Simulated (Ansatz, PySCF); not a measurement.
This PySCF input computes a SVWN5/def2-TZVPD energy:

```python
from pyscf import gto, scf, dft

mol = gto.M(
    atom='''
    Si   -0.49830147   -0.01537292   -0.09393418
    C    -2.27679679   -0.07677199   -0.46122146
    Br    0.04568207    1.99189801    0.68222875
    Br    0.68683461   -0.40073170   -1.93934135
    Br    0.01866084   -1.56612640    1.40786380
    H    -2.83396982   -1.00406296   -0.41262045
    H    -2.82024223    0.80351880   -0.78126454
    ''',
    basis='def2-tzvpd',
    charge=0,
    spin=1,
    verbose=4,
)

mf = dft.UKS(mol, xc='svwn').density_fit(auxbasis='def2-universal-jkfit')
mf.grids.level = 3
mf.conv_tol = 1e-9
mf.max_cycle = 100
mf.max_memory = 1500
mf.kernel()
if not mf.converged:
    mf = mf.newton()
    mf.kernel(mf.make_rdm1())
for _ in range(2):
    mo, _, stable, _ = mf.stability(return_status=True)
    if stable:
        break
    mf.kernel(mf.make_rdm1(mo, mf.mo_occ))
mf.analyze()
```

**Question.** Write an input for the same energy in Ansatz (a first-principles code) and say what it gives.

**Answer.** 
Ansatz 0.2 input:
```yaml
crystal:
  periodic: [false, false, false]
  atoms:
    - {symbol: Si, position_ang: [-0.49830147, -0.01537292, -0.09393418]}
    - {symbol: C, position_ang: [-2.27679679, -0.07677199, -0.46122146]}
    - {symbol: Br, position_ang: [0.04568207, 1.99189801, 0.68222875]}
    - {symbol: Br, position_ang: [0.68683461, -0.40073170, -1.93934135]}
    - {symbol: Br, position_ang: [0.01866084, -1.56612640, 1.40786380]}
    - {symbol: H, position_ang: [-2.83396982, -1.00406296, -0.41262045]}
    - {symbol: H, position_ang: [-2.82024223, 0.80351880, -0.78126454]}
basis:
  gaussian:
    orbitals: def2-TZVPD
hamiltonian:
  xc: {name: SVWN5}
magnetization: {spin_polarized: true, initial_magnetization: 1}
output: {forces: true}
```
It gives -8039.24407 Eh, and PySCF -8039.24415 Eh, a difference of 0.08 mEh, from the treatment of integrals and grids.

It need not be the lowest isomer of its formula.
